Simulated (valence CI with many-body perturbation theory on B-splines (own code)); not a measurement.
## Level structure of Sn18+

Level of theory: relativistic CI+MBPT: four valence electrons over a frozen Dirac-Fock core [Ar] 3d10, radial functions for each j: 11 s, 11 p, 9 d, 7 f, 5 g, 2 h, 1 i, with the one-electron correlation potential Σ1, the two-electron term Σ2, the three-electron term Σ3, Breit, model QED; selected CI, second order for the rest (own B-spline code, finite nucleus).

No measured levels were compared; by estimate levels hold to about 250 cm⁻¹ or 0.2 % of their energy and the worst to 1 %, as in measured heavy ions of charge 2 to 7; those with d or f electrons hold less well.

Levels 1 to 45 of 72, with energies above the lowest level, 4s²4p² ³P_0. "Leading %" is the weight of the configuration and term that name the level; weights of strongly mixed levels are sums over their largest components and can fall short. Lifetimes count E1, E2, E3, M1 and M2 decay at the calculated energies, and are blank where another channel may lead or the interval is too uncertain; long ones can be off by a factor of two.

| No. | Configuration | Term | J | E (cm⁻¹) | Leading % | g | Lifetime | Second component |
| --- | --- | --- | --- | --- | --- | --- | --- | --- |
| 1 | 4s²4p² | ³P | 0 | 0 | 80 |  |  | 18 % 4s²4p² ¹S |
| 2 | 4s²4p² | ³P | 1 | 67700 | 98 | 1.500 | 221 μs |  |
| 3 | 4s²4p² | ¹D | 2 | 84280 | 49 | 1.248 | 18.7 ms | 49 % 4s²4p² ³P |
| 4 | 4s²4p² | ³P | 2 | 165200 | 49 | 1.251 | 85.3 μs | 49 % 4s²4p² ¹D |
| 5 | 4s²4p² | ¹S | 0 | 206980 | 79 |  | 35.9 μs | 18 % 4s²4p² ³P |
| 6 | 4s4p³ | ⁵S° | 2 | 387220 | 75 | 1.860 | 679 ps | 19 % 4s4p³ ³P° |
| 7 | 4s4p³ | ³D° | 1 | 452410 | 63 | 0.801 | 57.3 ps | 20 % 4s4p³ ³P° |
| 8 | 4s4p³ | ³D° | 2 | 469630 | 63 | 1.346 | 142 ps | 16 % 4s4p³ ⁵S° |
| 9 | 4s4p³ | ³D° | 3 | 493670 | 94 | 1.332 | 167 ps | 5 % 4s²4p4d ³D° |
| 10 | 4s4p³ | ³P° | 0 | 529800 | 95 |  | 54.0 ps |  |
| 11 | 4s4p³ | ³P° | 1 | 539810 | 64 | 1.301 | 38.6 ps | 21 % 4s4p³ ³D° |
| 12 | 4s4p³ | ¹D° | 2 | 546360 | 38 | 1.219 | 39.0 ps | 25 % 4s4p³ ³P° |
| 13 | 4s4p³ | ³S° | 1 | 590150 | 53 | 1.558 | 8.46 ps | 32 % 4s4p³ ¹P° |
| 14 | 4s4p³ | ³P° | 2 | 609310 | 36 | 1.224 | 47.4 ps | 35 % 4s4p³ ¹D° |
| 15 | 4s²4p4d | ³F° | 2 | 659290 | 84 | 0.720 | 44.5 ps | 8 % 4s4p³ ¹D° |
| 16 | 4s4p³ | ¹P° | 1 | 680480 | 50 | 1.333 | 8.94 ps | 33 % 4s4p³ ³S° |
| 17 | 4s²4p4d | ³F° | 3 | 691360 | 86 | 1.097 | 45.5 ps | 6 % 4s²4p4d ³D° |
| 18 | 4s²4p4d | ³P° | 2 | 714940 | 46 | 1.270 | 6.98 ps | 23 % 4s²4p4d ¹D° |
| 19 | 4s²4p4d | ³D° | 1 | 724380 | 55 | 0.834 | 4.24 ps | 24 % 4s²4p4d ³P° |
| 20 | 4s²4p4d | ³F° | 4 | 751050 | 98 | 1.249 | 187 μs |  |
| 21 | 4s²4p4d | ¹D° | 2 | 776050 | 42 | 1.053 | 5.47 ps | 32 % 4s²4p4d ³D° |
| 22 | 4s²4p4d | ³P° | 0 | 785780 | 94 |  | 6.17 ps |  |
| 23 | 4s²4p4d | ³D° | 3 | 792540 | 72 | 1.265 | 4.52 ps | 12 % 4s²4p4d ¹F° |
| 24 | 4s²4p4d | ³P° | 1 | 792670 | 64 | 1.199 | 5.32 ps | 27 % 4s²4p4d ³D° |
| 25 | 4s²4p4d | ³P° | 2 | 802810 | 42 | 1.303 | 5.63 ps | 39 % 4s²4p4d ³D° |
| 26 | 4s²4p4d | ¹F° | 3 | 845710 | 81 | 1.052 | 3.98 ps | 15 % 4s²4p4d ³D° |
| 27 | 4s²4p4d | ¹P° | 1 | 858340 | 79 | 0.969 | 5.71 ps | 9 % 4s²4p4d ³D° |
| 28 | 4p⁴ | ³P | 2 | 892310 | 59 | 1.361 | 27.0 ps | 22 % 4p⁴ ¹D |
| 29 | 4p⁴ | ³P | 0 | 934460 | 49 |  | 20.4 ps | 34 % 4p⁴ ¹S |
| 30 | 4s4p²4d | ⁵F | 1 | 963460 | 43 | 0.769 | 62.2 ps | 29 % 4p⁴ ³P |
| 31 | 4p⁴ | ³P | 1 | 971390 | 47 | 0.911 | 30.1 ps | 36 % 4s4p²4d ⁵F |
| 32 | 4s4p²4d | ⁵F | 2 | 974660 | 43 | 1.135 | 86.7 ps | 19 % 4p⁴ ¹D |
| 33 | 4p⁴ | ¹D | 2 | 979900 | 37 | 1.129 | 35.0 ps | 22 % 4s4p²4d ⁵F |
| 34 | 4s4p²4d | ⁵F | 3 | 995130 | 53 | 1.349 | 76.3 ps | 30 % 4s4p²4d ⁵D |
| 35 | 4s4p²4d | ⁵D | 0 | 1024200 | 92 |  | 278 ps |  |
| 36 | 4s4p²4d | ⁵D | 1 | 1028100 | 80 | 1.365 | 86.2 ps | 10 % 4s4p²4d ⁵F |
| 37 | 4s4p²4d | ⁵D | 2 | 1029400 | 48 | 1.249 | 64.6 ps | 23 % 4s4p²4d ⁵F |
| 38 | 4s4p²4d | ⁵F | 4 | 1031000 | 75 | 1.371 | 2.16 ns | 21 % 4s4p²4d ⁵D |
| 39 | 4s4p²4d | ⁵F | 3 | 1033500 | 35 | 1.298 | 62.5 ps | 27 % 4s4p²4d ⁵D |
| 40 | 4s4p²4d | ⁵D | 4 | 1049400 | 47 | 1.366 | 760 ps | 34 % 4s4p²4d ³F |
| 41 | 4s4p²4d | ³F | 2 | 1049500 | 68 | 0.854 | 36.2 ps | 6 % 4s4p²4d ³P |
| 42 | 4s4p²4d | ⁵F | 5 | 1058200 | 82 | 1.363 | 1.04 ns | 18 % 4s4p²4d ³G |
| 43 | 4s4p²4d | ³F | 3 | 1076800 | 53 | 1.285 | 14.2 ps | 31 % 4s4p²4d ⁵P |
| 44 | 4s4p²4d | ³P | 2 | 1080300 | 46 | 1.342 | 11.5 ps | 14 % 4s4p²4d ⁵D |
| 45 | 4p⁴ | ¹S | 0 | 1084000 | 44 |  | 25.6 ps | 25 % 4p⁴ ³P |

Names give the largest LS component (configuration and term), which can be under half, so a name can repeat, a term be missing and a line seem to break the LS rules; names also repeat where a configuration has a term twice.

Where two levels of one J and parity lie close, their mixing, g and order are uncertain.

The ionisation energy to 4s²4p ²P°1/2 of the next ion comes out as 507.34 eV (NIST: 506 ± 3 eV (theoretical)). All 72 levels together are meant to be complete up to 1220800 cm⁻¹.
